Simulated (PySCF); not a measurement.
**Electronic absorption of Sn(vinyl)Me3**

Species: Sn(vinyl)Me3, C₅H₁₂Sn.
Bonds: Sn1–C2, Sn1–C7, Sn1–C11, Sn1–C15, C2–C3. Hydrogens: H4 on C2; H5, H6 on C3; H8, H9, H10 on C7; H12, H13, H14 on C11; H16, H17, H18 on C15.

Computed, not measured: TDDFT B3LYP/def2-SVPD, vertical, gas phase, core orbitals frozen in the response, def2 core potentials past Kr (PySCF 2.14.0, density-fitted response routines). Geometry: PBE0-D3(BJ)/def2-SVP, one conformer, isolated molecule. Spin–orbit coupling is left out.

Predict the UV-vis stick spectrum at this level.

```tsv
state	E (eV)	E (kJ/mol)	λ (nm)	f	main configurations (H = HOMO, L = LUMO)
S1	5.83	562	212.8	0.0054	H-1→L (96%)
S2	6.21	600	199.5	0.108	H→L (84%), H-3→L (14%)
S3	6.31	609	196.5	0.0006	H-2→L (85%), H→L+1 (11%)
S4	6.39	617	193.9	0.103	H→L+1 (87%), H-2→L (11%)
S5	6.71	648	184.7	0.044	H-1→L+1 (95%)
S6	6.77	653	183.2	0.081	H-2→L+1 (96%)
S7	6.97	673	177.8	0.0061	H→L+2 (82%), H-3→L+1 (11%)
S8	7.13	688	173.9	0.019	H-3→L+1 (68%), H→L+2 (15%), H→L+3 (12%)
S9	7.19	693	172.5	0.122	H-3→L (60%), H-1→L+2 (13%), H→L+4 (12%)
S10	7.35	709	168.8	0.017	H-1→L+2 (82%), H→L+4 (10%)
```

Triplets (Tamm–Dancoff): T1 4.27 eV, H→L (67%), H-3→L (28%); T2 5.31 eV, H-1→L (96%); T3 6.11 eV, H→L+1 (60%), H-2→L (29%); T4 6.16 eV, H-3→L (58%), H→L (27%).

The lowest singlet lies at 5.83 eV (213 nm, ultraviolet) and is weak; its leading configuration is HOMO-1→LUMO (96%). The strongest level in the table is S9 at 7.19 eV (173 nm, f = 0.122). Löwdin shares by element: HOMO carbon 72% or more (atoms not listed hold the other 28%); LUMO carbon 67% or more, tin 9%, hydrogen 5% or more (atoms not listed hold the other 18%). The listed states span 1.52 eV, and the widest gap between neighbours is 0.39 eV (S1 to S2). Of the 10 states listed, 7 reach f = 0.01 and none stays under 0.0005. Weighted by f, the mean energy of these states is 6.69 eV. The window holds the lowest 10 singlets.
